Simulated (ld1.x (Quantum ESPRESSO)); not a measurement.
# Which change was made? (Zn, TM)

zinc (Zn), norm-conserving Troullier–Martins (Kleinman–Bylander form), made with ld1.x (Quantum ESPRESSO) 7.5 (PBEsol, scalar-relativistic). Core [Ar], reference 3d10 4s1 4p1. Waves: 4p (bound): rc 2.80 bohr; 3d (bound): rc 1.00 bohr; 4s (bound): rc 1.80 bohr. Local part: the s channel. Core correction: Bessel-smoothed model core, default radius (core density twice the valence density).

Cutoffs, loose and tight: the cutoffs (Ry, on a coarse ladder) from which the occupation-weighted sum of valence levels, in a spherical-Bessel basis at the reference potential, stays within 10 and 1 mRy of its value at 400 Ry. They do not see the model core or the augmentation charge, which bear on the density cutoff. Test errors are all-electron minus pseudo excitation energies from the reference, over the configurations 3d10 4s2 4p0; 3d10 4s1 4p0; 3d10 4s0 4p0; 3d10 4s1.5 4p0; 3d9 4s0 4p0; 3d10 4s0 4p2; 3d8 4s0 4p0; variants that change the core or the reference have their own tests.

The base gives: outcome: generated; cutoff, loose: 230 Ry; cutoff, tight: over 300 Ry; bound ghosts: none; largest test error (meV): -2354.

Question: After one change the result is: outcome: generated; cutoff, loose: 300 Ry; cutoff, tight: over 300 Ry; bound ghosts: none; largest test error (meV): -2431. Which change was it?
A. all radii but the core radius scaled by about 1.39 (s 2.50, p 3.90, d 1.40 bohr)
B. all radii but the core radius scaled by about 1.27 (s 2.28, p 3.56, d 1.26 bohr)
C. all radii but the core radius scaled by about 0.89 (s 1.60, p 2.48, d 0.88 bohr)

Answer: C. The others give: all radii but the core radius scaled by about 1.27 (s 2.28, p 3.56, d 1.26 bohr) → outcome: generated; cutoff, loose: 180 Ry; cutoff, tight: 300 Ry; bound ghosts: none; largest test error (meV): -2390 | all radii but the core radius scaled by about 1.39 (s 2.50, p 3.90, d 1.40 bohr) → outcome: generated; cutoff, loose: 140 Ry; cutoff, tight: 260 Ry; bound ghosts: none; largest test error (meV): -2372.
